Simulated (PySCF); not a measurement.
**Be₂⁺: frontier orbitals**

PBE0 at R = 2.224 Å; Be cc-pVDZ; no relativity (PySCF 2.14). State: ²Σu⁺ (doublet), unpaired electrons σ ↑. Only the outer orbitals are listed.

```tsv
spin	orbital	occ.	ε (eV)	main shells (%)
α	σg	1	-15.00	91 s, 8 p
α	σu	1	-11.85	85 s, 15 p
α	σg	0	-8.65	89 p, 11 s
α	πu	0	-8.31	99 p
α	πu	0	-8.31	99 p
β	σg	1	-14.83	74 s, 25 p
β	σu	0	-8.53	93 s
β	πu	0	-7.70	97 p
β	πu	0	-7.70	97 p
```

Which are the highest filled and the lowest empty level, where do they sit, and how wide is the gap?

Highest filled α σu at -11.85 eV (in %: 85 s, 15 p); lowest empty α σg at -8.65 eV (in %: 89 p, 11 s); the gap at PBE0 is 3.20 eV.

```
bond order (Mayer)             : 0.87
⟨S²⟩                           : 0.794
polarisability along the bond  : 114.1 bohr³
polarisability across the bond : 40.1 bohr³
```

The state was picked by a PBE0 search and need not be the measured ground state.
